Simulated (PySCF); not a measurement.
## Working out the ionisation energy of Ti

Ti [Ar] 3d2 4s2 (3F) → Ti⁺ [Ar] 3d2 4s1 (4F). All numbers are calculated (PySCF 2.14, the spin-free X2C one-electron Hamiltonian (Gaussian nucleus), in x2c-TZVPPall). Frozen: [Ne]. Energies in hartree (1 hartree = 27.21139 eV):

```csv
part,Ti (lower),Ti⁺ (upper)
UHF,-852.739232,-852.534891
MP2 opposite-spin,-0.206982,-0.175041
MP2 same-spin,-0.081168,-0.076326
```

Q: What does Hartree-Fock give?

A: (-852.534891) − (-852.739232) = 0.204341 hartree = 5.560 eV.

Q: What do MP2 and SCS-MP2 (6/5 opposite-spin, 1/3 same-spin) give?

A: The opposite-spin parts differ by 0.869 eV and the same-spin parts by 0.132 eV. MP2: 5.560 + (0.869) + (0.132) = 6.561 eV. SCS-MP2: 5.560 + 1.2 × (0.869) + (0.132)/3 = 6.647 eV.

Measured between the centres of the two terms (NIST): 6.828 eV, so MP2 (valence and next inner shell) is off by -0.267 eV.

What remains against the reference includes basis incompleteness, the frozen core and correlation beyond second order.
